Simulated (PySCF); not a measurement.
Telling isomers of C$_{8}$H$_{12}$O$_{2}$ apart by NMR

[PySCF 2.14.0 with density-fitted response routines: shielding tensors at PBE0/pcSseg-1 (GIAO); GFN2-xTB geometry; isolated molecule; one computed conformer; no relativistic terms; rapidly exchanging positions averaged]

δ = σ(ref) − σ, references computed at the same level: TMS for 1H (σref 31.72), 13C (σref 186.93). Where no couplings were computed, multiplicities follow the n + 1 count of equivalent neighbours, and m marks all less simple cases (inequivalent or close neighbours, rings, F or P nearby). Shifts are as computed. Against solution values, carbons near 30 ppm lie about +3 ppm off and those near 130 ppm about +5 ppm. Of 1211 compounds with measured shifts, 218 miss one by over three times the rms of a fit or turn the order of signals round; such compounds aren't used in these exercises.

(1) Tabulate the signals of `C=C(C#CC)COCOC`, `COC(=O)[C@@H]1CC=CCC1`, `CC(C)OC1=CCC=CO1`, `O=CO[C@@H]1CC[C@@H]2C[C@@H]2C1` and their relative energies.

(2) What is the quickest way to tell COC(=O)[C@@H]1CC=CCC1 from CC(C)OC1=CCC=CO1?

(3) What is the quickest way to tell CC(C)OC1=CCC=CO1 from O=CO[C@@H]1CC[C@@H]2C[C@@H]2C1?

(4) What is the quickest way to tell COC(=O)[C@@H]1CC=CCC1 from O=CO[C@@H]1CC[C@@H]2C[C@@H]2C1?

Results:

(1) 
| SMILES | carbon types | δC | δH | E rel. (kcal/mol) |
| --- | --- | --- | --- | --- |
| C=C(C#CC)COCOC | 3×C 3×CH2 2×CH3 | 135.0, 126.8, 99.6, 96.2, 84.4, 73.4, 56.4, 5.6 | 6.03 (br s, 1H), 5.87 (br s, 1H), 4.95 (s, 2H), 4.13 (s, 2H), 3.49 (s, 3H), 2.16 (s, 3H) | 71.1 |
| COC(=O)[C@@H]1CC=CCC1 | 1×C 3×CH 3×CH2 1×CH3 | 182.6, 134.4, 133.6, 53.1, 46.0, 32.9, 29.4, 29.2 | 6.05 (m, 1H), 6.03 (m, 1H), 3.89 (s, 3H), 2.47 (m, 1H), 2.41 (m, 1H), 2.22 (m, 1H), 2.20 (m, 1H), 2.16 (m, 1H), 1.78 (m, 1H), 1.73 (m, 1H) | 0.0 |
| CC(C)OC1=CCC=CO1 | 1×C 4×CH 1×CH2 2×CH3 | 162.0, 146.8, 109.1, 76.1, 69.8, 26.3, 24.6 | 6.38 (d, 1H), 4.90 (m, 1H), 4.64 (sept, 1H), 3.92 (t, 1H), 3.15 (m, 2H), 1.21 (d, 6H) | 29.7 |
| O=CO[C@@H]1CC[C@@H]2C[C@@H]2C1 | 4×CH 4×CH2 | 165.3, 73.8, 34.0, 28.5, 27.1, 13.7, 12.6, 11.4 | 8.09 (s, 1H), 4.81 (m, 1H), 2.72 (m, 1H), 2.17 (m, 1H), 2.08 (m, 1H), 1.57 (m, 1H), 1.35 (m, 1H), 1.23 (m, 1H), 0.96 (m, 1H), 0.89 (m, 1H), 0.68 (m, 1H), -0.04 (m, 1H) | 6.9 |

Energies are electronic energies at PBE0/pcSseg-1 on these geometries, without zero-point or thermal terms, each for the one conformer computed, which needn't be the lowest.

(2) Count the carbon signals: 8 against 7. The first has a methyl carbon bonded to O (CH3) at 53.1 ppm, the second a β carbon of an enol-ether or enamine type C=C (CH) at 76.1 ppm. Their most deshielded carbons lie at 182.6 and 162.0 ppm.

(3) Count the carbon signals: 7 against 8. The first has an alkene carbon bearing oxygen (C) at 162.0 ppm, the second a three-membered-ring carbon (CH) at 11.4 ppm. Their most deshielded carbons lie at 162.0 and 165.3 ppm. In the proton spectra the most deshielded non-exchanging signals are 6.38 (d, 1H) and 8.09 (s, 1H).

(4) Both give the same number of carbon signals, but DEPT or the intensities differ. The first has an ester carbonyl carbon (C) at 182.6 ppm, the second a three-membered-ring carbon (CH) at 11.4 ppm. Their most deshielded carbons lie at 182.6 and 165.3 ppm. In the proton spectra the most deshielded non-exchanging signals are 6.05 (m, 1H) and 8.09 (s, 1H).
